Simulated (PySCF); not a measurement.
## Spinor energies of N³⁺ (nitrogen, charge +3)

Start: [He] 2s2. Calculated with PySCF 2.14 in an even-tempered Gaussian basis (19 s from 0.031 bohr⁻², ratio 2.6; 12 p from 0.04 bohr⁻², ratio 2.6; 8 d from 0.041 bohr⁻², ratio 2.8; 5 f from 1.7 bohr⁻², ratio 2.8): generalised Hartree-Fock with the X2C-1e Hamiltonian and a Gaussian nucleus; spin-orbit coupling (SO) screened by Boettger's factors.

```
spinor shell  electrons  ε, screened SO (eV)  weight of nominal j (screened SO)  rms radius, screened SO (bohr)
       1s1/2          2              -493.30                              1.000                           0.263
       2s1/2          2              -75.333                              1.000                            1.20
```

```json
{"quantity": "E (hartree)", "screened SO": "-51.11200"}
{"quantity": "M_J", "screened SO": "0"}
{"quantity": "⟨J²⟩", "screened SO": "0.000"}
{"quantity": "⟨L²⟩", "screened SO": "0.000"}
{"quantity": "⟨S²⟩", "screened SO": "0.000"}
```
